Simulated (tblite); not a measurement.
Start geometry of `OC[C@@H]1C[C](C1=C)[CH2+]` [radical] from a force field or distance geometry (Å):
```
atom  x, y, z in Å
C1     0.3037    2.0666    0.2132
C2     0.3740    0.9077   -0.4333
C3     1.4435   -0.0334   -0.9098
C4     2.5078   -0.3501    0.0125
C5     0.4591   -1.0740   -1.3146
C6    -0.6211   -0.0623   -0.9756
C7    -1.5993   -0.6325    0.0074
O8    -2.3818    0.3150    0.6406
H9    -0.6275    2.5519    0.4623
H10    1.2102    2.5960    0.5268
H11    3.2186    0.4070    0.3642
H12    2.6715   -1.3570    0.4321
H13    0.5020   -1.2344   -2.4201
H14    0.4230   -2.0130   -0.7407
H15   -1.1528    0.3772   -1.8497
H16   -2.3133   -1.2763   -0.5689
H17   -1.0763   -1.3043    0.7096
H18   -3.3502    0.1224    0.5674
```

Problem. What comes out of this run: tblite, GFN2-xTB geometry optimisation, gas phase?

Solution. 
```
atom  x, y, z in Å
C1     0.2589    1.9122    0.4014
C2     0.3446    0.7415   -0.2463
C3     1.3933   -0.2380   -0.4942
C4     2.6994   -0.2773   -0.1905
C5     0.4431   -1.1600   -1.1970
C6    -0.6764   -0.1422   -0.9101
C7    -1.7739   -0.5995    0.1058
O8    -2.6118    0.4317    0.4578
H9    -0.7064    2.3268    0.6574
H10    1.1309    2.4742    0.6973
H11    3.1794    0.5129    0.3631
H12    3.3250   -1.0821   -0.5433
H13    0.6545   -1.3125   -2.2558
H14    0.3350   -2.1409   -0.7350
H15   -1.1657    0.2844   -1.7869
H16   -2.3068   -1.4310   -0.3770
H17   -1.2964   -0.9504    1.0248
H18   -3.2353    0.6563   -0.2478
```

The energy falls by 32.2 kcal/mol over 113 L-BFGS steps, the largest force on an atom goes from 5.34 to 0.007 eV/Å, and the atoms move by 0.447 Å rms after alignment. The bond that changes most is C3–C4 (ends: carbon bonded to 3 C; carbon bonded to C and 2 H), which shortens by 0.102 Å. Bonds longer at the end by more than 0.005 Å: 5 of 18; shorter: 12. Among the angles that change most is C2–C3–C4, from 117.4° to 133.0°. Among the dihedrals that turn most is C2–C3–C4–H12, from 114° to -175°. Rotational constants go from 3338, 1621, 1274 to 3792, 1508, 1175 MHz. The orientation of the end geometry is arbitrary; only internal coordinates are fixed.

Time: 0.89 s wall. Hardware: one thread, AMD EPYC 7B13 (x86_64), no GPU (shared host).

Its GFN2-xTB frequencies are all real (lowest 61 cm⁻¹). 2 starts were optimised and ended at 0.00 and 1.00 kcal/mol (GFN2-xTB); the lowest of these is shown.

One conformer stands for the species.

All values are computed, not measured.
